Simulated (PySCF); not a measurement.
B(F)(OH)(NMe2) (C2H7BFNO), SMILES CN(C)B(O)F. The structure is a stationary point at PBE-D3(BJ)/def2-SVP. This is a generated structure with no PubChem entry under its InChIKey; it may be hypothetical. The values are those of a single conformer.

Computed equilibrium geometry at PBE-D3(BJ)/def2-SVP (PySCF confirms it by a frequency run) as Cartesian coordinates in Å, and its point group (one conformer of several):
point group Cs.
```xyz
13

B     -0.0183     0.8040     0.0000
F     -1.2242     1.4147     0.0000
O      1.0721     1.6376     0.0000
H      1.9180     1.1608     0.0000
N      0.0214    -0.6214     0.0000
C     -1.1925    -1.4164     0.0000
C      1.2389    -1.3992     0.0000
H     -1.2493    -2.0756     0.8973
H     -1.2493    -2.0756    -0.8973
H     -2.0757    -0.7532     0.0000
H      1.3116    -2.0581    -0.8970
H      1.3116    -2.0581     0.8970
H      2.1373    -0.7498     0.0000
```
Charge 0, spin multiplicity 1.
